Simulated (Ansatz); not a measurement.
The same path of BF2H + H2S (7 atoms, charge 0, multiplicity 1) was run twice with different band settings. Lost on the way: B1–F2, S5–H7. Made: B1–S5, F2–H7.

Method: RKS B3LYP/6-31G* in Ansatz.

Relaxed end points:

```xyz
7
Properties=species:S:1:pos:R:3
B 0.057 0.488 -0.110
F -0.050 0.821 1.166
H 1.113 0.494 -0.655
F -1.054 0.237 -0.784
S 0.324 -2.654 0.731
H -0.897 -3.001 0.275
H -0.133 -2.413 1.978
```

```xyz
7
Properties=species:S:1:pos:R:3
B 0.115 -0.502 -0.405
F -0.200 0.068 2.115
H 1.075 0.196 -0.454
F -1.073 -0.062 -0.782
S 0.344 -2.262 0.052
H -0.952 -2.629 -0.066
H 0.051 -0.839 2.142
```

Common settings: movable images 5; climbing image yes; optimiser quadratic models (default); start path through a guess of the saddle point; force threshold 0.03 eV/Å; iteration limit 60; end points relaxed.

| run | spring |
| --- | --- |
| 1 | 5.0 eV/Å² |
| 2 | 50.0 eV/Å² |

(1) What does each run give, and how far can it be trusted?

Results:

(1) Run 1: converged after 26 iterations, highest image 1.546 eV above the first end. A vibrational analysis at the climbing image gives one clearly imaginary mode, 851i cm⁻¹: a first-order saddle point.
Run 2: converged after 17 iterations, highest image 1.546 eV above the first end. Another band between the same ends (5 images) ends at a top of the same energy, where a vibrational analysis finds 1 clearly imaginary mode.
The orbitals stay closed-shell, which can raise the energy where a bond breaks towards radicals; this wasn't checked here.
